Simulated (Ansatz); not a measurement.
Single points on the cluster Li₆O₂.

```yaml
crystal:
  periodic: [false, false, false]
  atoms:
    - {symbol: Li, position_ang: [-0.495436, -0.548154, -1.229769]}
    - {symbol: Li, position_ang: [0.938455, -3.032092, 0.158814]}
    - {symbol: Li, position_ang: [-1.099143, -0.958492, 1.420911]}
    - {symbol: Li, position_ang: [1.671716, 1.544612, -2.217053]}
    - {symbol: Li, position_ang: [-0.625453, 1.937111, -0.067873]}
    - {symbol: Li, position_ang: [1.311943, 0.094407, 0.603056]}
    - {symbol: O, position_ang: [-0.338284, 0.662645, 1.181221]}
    - {symbol: O, position_ang: [-1.363807, 0.299984, 0.150693]}
basis:
  gaussian: {orbitals: def2-TZVP, initial_orbitals: start.molden}
hamiltonian: {xc: pbe, dispersion: d4}
scf: {omitted_lower_state_checks: [starts]}
output: {forces: true, orbitals: {seedname: orbitals}}
```

The file start.molden holds the orbitals of an earlier run on this structure, at another level or in another basis.

```sh
$ ansatz run in.yaml --threads 4 --pin off --events-out ev --progress --plain --max-ram 3916MiB
```

Shortened log:

```
Functional definition: PBE
  name "PBE"
  cite "Perdew, Burke & Ernzerhof, Phys. Rev. Lett. 77, 3865 (1996) doi:10.1103/PhysRevLett.77.3865"
  parent pbe
  parameter kappa = 0.804
  parameter beta = 0.06672455060314922
  exchange = pbe_x(kappa = kappa, mu = beta*pi^2/3)
  correlation = pbe_c(beta = beta)
these checks for a lower state are left out or cut short: starts
1076 factors; their error is unknown
mean field evaluation 1: about -5317.0911 eV, gradient 9.6e0 eV
mean field evaluation 2: about -5317.1908 eV, gradient 1.3e-1 eV
mean field evaluation 4: about -5317.1869 eV, gradient 6.3e-4 eV
mean field -5317.18694128 eV, -195.4030159734 hartree, gradient 2.5e-5 eV, S^2 0.000000; 0 other end points of the search recorded, 0 dependent functions left out
the calculation of the forces begins
reference -5317.18699503 eV, -195.4030179485 hartree; 17, 17 occupied and 129, 129 virtual orbitals, 1076 factors
Total energy: -5317.27450177 eV, -195.4062337620 hartree
Atom 0 at    -0.495436    -0.548154    -1.229769 Å, force     0.060830    -0.063154    -0.095715 eV/Å
Atom 1 at     0.938455    -3.032092     0.158814 Å, force    -0.014993     0.038493    -0.000112 eV/Å
Atom 2 at    -1.099143    -0.958492     1.420911 Å, force    -0.018759    -0.176188     0.081555 eV/Å
Atom 3 at     1.671716     1.544612    -2.217053 Å, force    -0.020111    -0.014612     0.032067 eV/Å
Atom 4 at    -0.625453     1.937111    -0.067873 Å, force     0.031564     0.155988    -0.093715 eV/Å
Atom 5 at     1.311943     0.094407     0.603056 Å, force     0.108400    -0.040782    -0.045786 eV/Å
Atom 6 at    -0.338284     0.662645     1.181221 Å, force     0.515779     0.257954     0.652850 eV/Å
Atom 7 at    -1.363807     0.299984     0.150693 Å, force    -0.662710    -0.157700    -0.531143 eV/Å
Dipole moment:     0.021737    -0.006572    -0.009808 e Å
Checks for a lower state left out: starts
```

Hardware: 4 threads of Arm Neoverse V2 on a shared host. Wall time 1.2 s.

First input, but with `hamiltonian: {xc: {name: B3LYP}, dispersion: d4}`, `output: {orbitals: {seedname: orbitals}}` (abridged; 1.4 s):

```
Functional definition: B3LYP
mean field -5326.08525857 eV, -195.7300231023 hartree, gradient 1.9e-5 eV, S^2 0.000000
Total energy: -5326.22907678 eV, -195.7353083240 hartree
Checks for a lower state left out: starts
```

As the first input, with `gaussian: {orbitals: def2-TZVPP, initial_orbitals: start.molden}`, `correlation: {method: ccsd_t}`, `output: {orbitals: {seedname: orbitals}}` and without the key `hamiltonian` (abridged; 44 s):

```
Functional definition: HF
mean field evaluation 16: about -5289.4325 eV, gradient 1.2e0 eV
mean field evaluation 32: about -5289.4856 eV, gradient 1.4e-2 eV
mean field evaluation 64: about -5289.7058 eV, gradient 4.3e-3 eV
mean field -5293.18240221 eV, -194.5208654333 hartree, gradient 1.6e-6 eV, S^2 0.000000; unrestricted orbitals would lower it
2 core orbitals not correlated: weight in the atoms' cores, before any rotation towards them, 1.000 or more for the frozen orbitals, at most 0.000 for the correlated occupied ones
second order -20.46985251 eV of doubles, -0.00000000 eV of singles
cycle   1  -20.77560431 eV  change   -3.1e-1 eV  update   1.4e-1
cycle   2  -21.47711399 eV  change   -7.0e-1 eV  update   5.5e-2
cycle   3  -21.63105504 eV  change   -1.5e-1 eV  update   3.1e-2
cycle   4  -21.58664844 eV  change    4.4e-2 eV  update   9.0e-3
cycle   5  -21.58442908 eV  change    2.2e-3 eV  update   4.3e-3
cycle   6  -21.58914832 eV  change   -4.7e-3 eV  update   1.5e-3
cycle   7  -21.58930801 eV  change   -1.6e-4 eV  update   7.3e-4
cycle   8  -21.58879513 eV  change    5.1e-4 eV  update   3.5e-4
cycle   9  -21.58875641 eV  change    3.9e-5 eV  update   2.0e-4
cycle  10  -21.58882792 eV  change   -7.2e-5 eV  update   1.1e-4
cycle  11  -21.58877398 eV  change    5.4e-5 eV  update   4.9e-5
cycle  12  -21.58886785 eV  change   -9.4e-5 eV  update   2.3e-5
cycle  13  -21.58884981 eV  change    1.8e-5 eV  update   9.4e-6
perturbative correction -0.71983901 eV, -0.0264535958 hartree
Total energy: -5315.49109103 eV, -195.3406946262 hartree
Checks for a lower state left out: starts
```

The first input with `hamiltonian: {xc: r2scan, dispersion: d4}`, `output: {orbitals: {seedname: orbitals}}` (abridged; 2.3 s):

```
Functional definition: r2SCAN
mean field -5322.05576390 eV, -195.5819419044 hartree, gradient 2.4e-5 eV, S^2 0.000000
Total energy: -5322.07616334 eV, -195.5826915699 hartree
Checks for a lower state left out: starts
```

As the first input, with `hamiltonian: {xc: hse06, dispersion: d4}`, `output: {orbitals: {seedname: orbitals}}` (abridged; 1.2 s):

```
Functional definition: HSE06
mean field -5317.13310699 eV, -195.4010375996 hartree, gradient 6.2e-5 eV, S^2 0.000000
Total energy: -5317.20392633 eV, -195.4036401622 hartree
Checks for a lower state left out: starts
```

First input, but with `hamiltonian: {xc: pbe0, dispersion: d4}`, `output: {orbitals: {seedname: orbitals}}` (abridged; 1 s):

```
Functional definition: PBE0
mean field -5317.48073151 eV, -195.4138125652 hartree, gradient 1.8e-5 eV, S^2 0.000000
Total energy: -5317.55562005 eV, -195.4165646682 hartree
Checks for a lower state left out: starts
```

Geometry: PBE0-D4/def2-TZVP.

B3LYP takes the VWN-RPA correlation. HSE06 is defined as in plane-wave codes, on full-range PBE exchange. Correlated methods freeze 2 core orbitals; core or outer-core shells of Li are correlated, in sets that lack core-valence functions. The structure holds 1 bond(s) between oxygen atoms. The restricted singlet is unstable towards broken spin symmetry in Hartree–Fock (as tested in another run); at PBE-D4/def2-TZVP, B3LYP-D4/def2-TZVP, r2SCAN-D4/def2-TZVP, HSE06-D4/def2-TZVP and others this wasn't settled. At CCSD(T)/def2-TZVPP the restricted singlet (for correlated methods, its reference) is unstable: a solution with broken spin symmetry lies lower. Another isomer (singlet) lies 4.16 eV lower at PBE0-D4/def2-TZVP; other spin states weren't run for this one.
